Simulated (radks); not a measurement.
Spherical jellium clusters: N electrons in a uniform positive sphere of charge N and radius rs N^(1/3), rs = 4.88 bohr. Calculated with a radial shooting solver with Libxc functionals: non-relativistic Kohn-Sham, LDA (Slater exchange, Perdew-Wang correlation), spin-polarised, spherical densities. Levels are named by radial order and angular momentum (1s, 1p, 1d, 2s, ...), and open shells are averaged over m.

N = 2, configuration 1s2. This is the lowest configuration that the search found. Occupied and some empty levels:

| level | occupation | eigenvalue (eV) | <r> (bohr) |
|---|---|---|---|
| 1s | 2 | -2.7310 | 4.802 |
| 1p | 0 | -1.2390 | 6.692 |
| 2s | 0 | -0.22097 | 11.99 |

Energy (eV): total -3.33863, kinetic 2.2668, external -20.684, Hartree 10.222, exchange-correlation -5.7657, background 10.622. Static polarisability (adiabatic kernel): 345.0 bohr^3, against R^3 = 232.4 for a classical metal sphere.

Electron density:

| r (bohr) | n(r) (e/bohr^3) |
|---|---|
| 0.209 | 0.004251 |
| 0.733 | 0.004169 |
| 1.26 | 0.003997 |
| 1.78 | 0.003738 |
| 2.31 | 0.003402 |
| 2.83 | 0.003003 |
| 3.36 | 0.002562 |
| 3.88 | 0.002105 |
| 4.41 | 0.001663 |
| 4.93 | 0.001260 |
| 5.46 | 0.0009162 |
| 5.98 | 0.0006408 |
| 6.50 | 0.0004328 |
| 7.03 | 0.0002844 |
| 7.55 | 0.0001831 |
| 8.08 | 0.0001157 |
| 8.60 | 0.00007222 |
| 9.13 | 0.00004451 |
| 9.65 | 0.00002717 |
| 10.2 | 0.00001642 |
